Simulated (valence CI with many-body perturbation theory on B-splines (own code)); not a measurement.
## Nd53+: calculated level list

Computed by configuration interaction combined with many-body perturbation theory (CI+MBPT): five valence electrons over a frozen Dirac-Fock core [He], radial functions for each j: 9 s, 9 p, 8 d, 6 f, 3 g, 1 h, with the one-electron correlation potential Σ1 (screened to all orders), the two-electron term Σ2, the three-electron term Σ3, Breit, model QED; selected single and double excitations, second order for the rest (own B-spline code, finite nucleus).

The last digits are not significant, and no measured levels were compared; by estimate large intervals hold to a few tenths of a per cent, small ones and those within an open d or f shell to about a per cent. Among the levels kept, up to 1200 cm⁻¹ of a level comes from second order outside the variational space, and about a tenth of that is noise between levels of different J, which matters for small intervals.

Levels 1 to 45 of 76, with energies above the lowest level, (2s^2 2p1/2^2 2p3/2) J=3/2. "Leading %" is the weight of the configuration and term that name the level; weights of strongly mixed levels are sums over their largest components and can fall short. In the jj column 3d3/2^4 stands for four electrons in 3d with j = 3/2.

```csv
No.,Configuration,Term,J,E (× 10³ cm⁻¹),Leading %,Second component,Leading jj
1,2s2.2p3,2P°,3/2,0.00,47,27 % 2s2.2p3 2D°,2s^2 2p1/2^2 2p3/2 (100 %)
2,2s2.2p3,4S°,3/2,4233.3,55,45 % 2s2.2p3 2D°,2s^2 2p1/2 2p3/2^2 (100 %)
3,2s2.2p3,2D°,5/2,4406.2,100,,2s^2 2p1/2 2p3/2^2 (100 %)
4,2s2.2p3,2P°,1/2,4705.1,100,,2s^2 2p1/2 2p3/2^2 (100 %)
5,2s.2p4,4P,5/2,6272.8,73,27 % 2s.2p4 2D,2s 2p1/2^2 2p3/2^2 (100 %)
6,2s.2p4,2S,1/2,6914.0,62,29 % 2s.2p4 4P,2s 2p1/2^2 2p3/2^2 (99 %)
7,2s.2p4,2P,3/2,6926.2,48,36 % 2s.2p4 2D,2s 2p1/2^2 2p3/2^2 (99 %)
8,2s2.2p3,2P°,3/2,8949.3,52,28 % 2s2.2p3 2D°,2s^2 2p3/2^3 (99 %)
9,2s.2p4,4P,3/2,10682,82,13 % 2s.2p4 2D,2s 2p1/2 2p3/2^3 (99 %)
10,2s.2p4,2D,5/2,10970,73,27 % 2s.2p4 4P,2s 2p1/2 2p3/2^3 (100 %)
11,2s.2p4,2P,1/2,11329,62,36 % 2s.2p4 4P,2s 2p1/2 2p3/2^3 (98 %)
12,2s.2p4,2D,3/2,11413,52,47 % 2s.2p4 2P,2s 2p1/2 2p3/2^3 (100 %)
13,2p5,2P°,3/2,13666,99,,2p1/2^2 2p3/2^3 (99 %)
14,2s.2p4,2S,1/2,15699,36,35 % 2s.2p4 4P,2s 2p3/2^4 (99 %)
15,2p5,2P°,1/2,18089,100,,2p1/2 2p3/2^4 (100 %)
16,2s2.2p2.3s,4P,1/2,46102,47,30 % 2s2.2p2.3s 2S,2s^2 2p1/2^2 3s (100 %)
17,2s2.2p2.3p,2P°,1/2,46719,45,39 % 2s2.2p2.3p 4D°,2s^2 2p1/2^2 3p1/2 (100 %)
18,2s2.2p2.3p,2P°,3/2,48082,33,21 % 2s2.2p2.3p 4D°,2s^2 2p1/2^2 3p3/2 (99 %)
19,2s2.2p2.3d,2D,3/2,48661,41,33 % 2s2.2p2.3d 4F,2s^2 2p1/2^2 3d3/2 (100 %)
20,2s2.2p2.3d,2D,5/2,49086,34,19 % 2s2.2p2.3d 4D,2s^2 2p1/2^2 3d5/2 (99 %)
21,2s2.2p2.3s,4P,3/2,50404,88,10 % 2s2.2p2.3s 2P,2s^2 2p1/2 2p3/2 3s (100 %)
22,2s2.2p2.3s,2P,1/2,50469,67,33 % 2s2.2p2.3s 4P,2s^2 2p1/2 2p3/2 3s (100 %)
23,2s2.2p2.3s,2D,5/2,50550,63,36 % 2s2.2p2.3s 4P,2s^2 2p1/2 2p3/2 3s (99 %)
24,2s2.2p2.3s,2D,3/2,50591,63,35 % 2s2.2p2.3s 2P,2s^2 2p1/2 2p3/2 3s (100 %)
25,2s2.2p2.3p,4P°,1/2,51016,47,28 % 2s2.2p2.3p 4D°,2s^2 2p1/2 2p3/2 3p1/2 (100 %)
26,2s2.2p2.3p,4D°,3/2,51063,56,22 % 2s2.2p2.3p 2D°,2s^2 2p1/2 2p3/2 3p1/2 (100 %)
27,2s2.2p2.3p,2F°,5/2,51166,48,31 % 2s2.2p2.3p 2D°,2s^2 2p1/2 2p3/2 3p1/2 (99 %)
28,2s2.2p2.3p,2P°,3/2,51400,42,26 % 2s2.2p2.3p 2D°,2s^2 2p1/2 2p3/2 3p1/2 (99 %)
29,2s.2p3.3s,4P°,5/2,52111,35,22 % 2s.2p3.3s 6S°,2s 2p1/2^2 2p3/2 3s (74 %)
30,2s.2p3.3s,2P°,3/2,52311,25,23 % 2s.2p3.3s 4S°,2s 2p1/2^2 2p3/2 3s (80 %)
31,2s2.2p2.3p,2P°,1/2,52333,34,32 % 2s2.2p2.3p 4P°,2s^2 2p1/2 2p3/2 3p3/2 (96 %)
32,2s2.2p2.3p,4D°,5/2,52380,44,22 % 2s2.2p2.3p 4P°,2s^2 2p1/2 2p3/2 3p3/2 (77 %)
33,2s2.2p2.3p,2D°,3/2,52394,52,24 % 2s2.2p2.3p 4P°,2s^2 2p1/2 2p3/2 3p3/2 (99 %)
34,2s2.2p2.3p,2F°,7/2,52451,63,37 % 2s2.2p2.3p 4D°,2s^2 2p1/2 2p3/2 3p3/2 (100 %)
35,2s2.2p2.3p,4S°,3/2,52573,24,17 % 2s2.2p2.3p 2P°,2s^2 2p1/2 2p3/2 3p3/2 (73 %)
36,2s2.2p2.3p,2D°,5/2,52632,62,17 % 2s2.2p2.3p 2F°,2s^2 2p1/2 2p3/2 3p3/2 (97 %)
37,2s2.2p2.3p,2P°,1/2,52678,55,12 % 2s.2p3.3s 4D°,2s^2 2p1/2 2p3/2 3p3/2 (64 %)
38,2s.2p3.3p,4P,3/2,52841,28,24 % 2s.2p3.3p 6P,2s 2p1/2^2 2p3/2 3p1/2 (95 %)
39,2s.2p3.3p,2D,5/2,52846,23,17 % 2s.2p3.3p 4D,2s 2p1/2^2 2p3/2 3p1/2 (92 %)
40,2s.2p3.3s,2P°,3/2,52859,31,17 % 2s.2p3.3s 4S°,2s 2p1/2^2 2p3/2 3s (90 %)
41,2s2.2p2.3p,2P°,1/2,52879,22,21 % 2s.2p3.3s 4D°,2s 2p1/2^2 2p3/2 3s (60 %)
42,2s2.2p2.3d,4F,3/2,52978,42,27 % 2s2.2p2.3d 2P,2s^2 2p1/2 2p3/2 3d3/2 (96 %)
43,2s2.2p2.3d,4F,5/2,52995,51,40 % 2s2.2p2.3d 2F,2s^2 2p1/2 2p3/2 3d3/2 (97 %)
44,2s2.2p2.3d,4D,1/2,53010,79,14 % 2s2.2p2.3d 2P,2s^2 2p1/2 2p3/2 3d3/2 (100 %)
45,2s2.2p2.3d,2G,7/2,53109,50,25 % 2s2.2p2.3d 2F,2s^2 2p1/2 2p3/2 3d3/2 (96 %)
```

The ionisation energy to 2s2.2p2 3P_0 of the next ion comes out as 10556 eV (NIST: 10555 ± 5 eV (theoretical)). All 76 levels together are meant to be complete up to 55346 × 10³ cm⁻¹.
